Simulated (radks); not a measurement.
Question: These are the eigenvalues of the occupied orbitals of an atom or ion with whole-number occupations (Ry). Method: scalar-relativistic Kohn-Sham, LB94 model potential, spin-polarised, spherical densities, finite nucleus; Fermi nuclear charge, rms radius of each element as measured or else 0.836 A^(1/3) + 0.57 fm; computed with a radial shooting solver on a logarithmic mesh with Libxc functionals.

1s down: -1972.886
1s up: -1972.884
2s up: -305.5490
2s down: -305.5356
2p up: -275.9348
2p down: -275.9295
3s up: -68.15332
3s down: -68.13350
3p up: -58.40235
3p down: -58.38037
3d up: -43.14004
3d down: -43.10341
4s up: -20.34156
4s down: -20.26514
4p up: -17.30555
4p down: -17.21596
4d up: -12.73823

Which element is it, and in what charge state? The configuration may be excited. Open shells, if any, are filled with parallel spins first.

Answer: Z = 48, cadmium, charge +9: Cd9+ in [Kr] 4d3. The list shows which subshells hold electrons but not how many an open one holds; the 1s level, -986.44 hartree, gives Z - s = 44.4 by -(Z - s)^2/2, which with screening and relativity narrows Z to a few neighbours, and the depths of the outer levels then fix element, charge and occupations together.
